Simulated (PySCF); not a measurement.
## CsRb⁺ at UHF-SCS-MP2

Level: UHF-SCS-MP2. PySCF, scalar-relativistic core potentials, basis sets Cs def2-SVP with ECP46, Rb def2-SVP with ECP28.

* state: ²Σ⁺ (doublet), unpaired electrons σ ↑
* bond length: 5.331 Å
* harmonic wavenumber: 34.0 cm⁻¹
* force constant: 0.0353 mdyn/Å
* rotational constant Be: 0.01145 cm⁻¹
* anharmonicity ωexe: 0.0484 cm⁻¹
* vibration–rotation constant αe: 2.12e-05 cm⁻¹
* well depth De to Cs⁺ + Rb: 0.51 eV
* dissociation energy D0: 0.51 eV

Correlated steps freeze no core orbitals. Correlated levels converge slowly with the basis: in double zeta they bind strong bonds too weakly, by up to about 1 eV, and carry superposition errors of some tenths. Spin–orbit coupling is left out. For an ion De counts to the pair picked by the measured ionisation energies or electron affinities, which need not be the lowest pair at this level. The state was picked by a PBE0 search and need not be the measured ground state.
